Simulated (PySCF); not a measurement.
A structure optimised at PBE-D3(BJ)/def2-SVP, used in a PySCF frequency run:

```xyz
10

C      2.8119     0.2528     0.0000
C      1.5758    -0.1950     0.0000
C      0.3295    -0.6247     0.0000
C     -0.8546     0.2996     0.0000
F     -1.6339     0.0580     1.1019
F     -1.6339     0.0580    -1.1019
H      3.3516     0.4450     0.9431
H      3.3516     0.4450    -0.9431
H      0.0920    -1.7040     0.0000
H     -0.5609     1.3735     0.0000
```

Question: Write its SMILES, formula and point group.

Answer: C=C=CC(F)F, C4H4F2, Cs

Question: What are its rotational constants (standard atomic weights)?

Answer: 8.3883, 1.8673, 1.6502 GHz
